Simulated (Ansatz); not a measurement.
H4AsSi (SMILES [SiH2][AsH2]), doublet, at the geometry of the source list; HF/6-311G** in Ansatz (an electronic-structure program).

Ansatz was given this input:
Ansatz 0.2 input:
```yaml
crystal:
  periodic: [false, false, false]
  atoms:
    - {symbol: Si, position_ang: [-1.03550000, -0.13270000, 0.44430000]}
    - {symbol: As, position_ang: [1.28880000, 0.12410000, 0.73650000]}
    - {symbol: H, position_ang: [-1.68440000, 1.10550000, -0.02080000]}
    - {symbol: H, position_ang: [-1.42950000, -1.15050000, -0.54920000]}
    - {symbol: H, position_ang: [1.52670000, -1.01960000, -0.19900000]}
    - {symbol: H, position_ang: [1.33390000, 1.07330000, -0.41170000]}
basis:
  gaussian:
    orbitals: 6-311G__.json
hamiltonian:
  xc: hf
magnetization: {spin_polarized: true, initial_magnetization: 1}
```
The basis file holds 6-311G** in the JSON format of the Basis Set Exchange.

It wrote (shortened):

```
Functional definition: HF
775 factors; integrals over basis functions are off by at most 1.2e-3 eV
mean field evaluation 1: about -68717.9641 eV, gradient 8.7e0 eV
mean field evaluation 2: about -68717.9641 eV, gradient 8.7e0 eV
mean field evaluation 4: about -68719.0223 eV, gradient 9.4e-1 eV
mean field evaluation 8: about -68719.0355 eV, gradient 1.2e-3 eV
mean field -68719.03552720 eV, -2525.3779761893 hartree, gradient 1.9e-5 eV, S^2 0.755562; 0 other end points of the search recorded, 0 dependent functions left out
reference -68719.03552720 eV, -2525.3779761893 hartree; 26, 25 occupied and 69, 70 virtual orbitals, 775 factors
Total energy: -68719.03552720 eV, -2525.3779761893 hartree
```
